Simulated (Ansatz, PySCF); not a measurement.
H3Si, SMILES [SiH3+], charge +1.

Geometry: PBE0-D3(BJ)/def2-TZVPD.

Two levels are set side by side: PBE/def2-TZVPD (Ansatz, an electronic-structure program) and EOM-CCSD/aug-cc-pVDZ (PySCF). PBE by ΔSCF, the other level by its IP root; same geometry, the bases differ. Differences are taken from unrounded values.

| quantity | EOM-CCSD | PBE | PBE minus EOM-CCSD |
|---|---|---|---|
| vertical ionisation energy (eV) | 20.78 | 20.51 | -0.27 |

Here PBE gives about what the other level gives.
